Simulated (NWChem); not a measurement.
System: CH$_{2}$O$_{3}$Si; SMILES O=C1O[SiH2]O1

```xyz
7

O      0.0000     0.0000     2.1126
C      0.0000     0.0000     0.9211
O      0.0000     1.1006     0.0651
Si     0.0000     0.0000    -1.2670
O      0.0000    -1.1006     0.0651
H     -1.2519     0.0000    -2.0766
H      1.2519     0.0000    -2.0766
```
Atoms are numbered in this order, from 1.

Results from NWChem. Pople sets run with spherical d functions. All runs use the structure optimised with PBE-D3(BJ)/def2-SVP. Level: M05-2X/6-31G* with SMD (1 M gas to 1 M solution), gas-phase geometry. Reactions with the solvent are ignored.

Q: Order these by “solvation free energy (kcal/mol)”, lowest first: ethylene glycol; diethyl ether; 1,4-dioxane.

A: diethyl ether (-6.4), 1,4-dioxane (-4.6), ethylene glycol (-2.7)
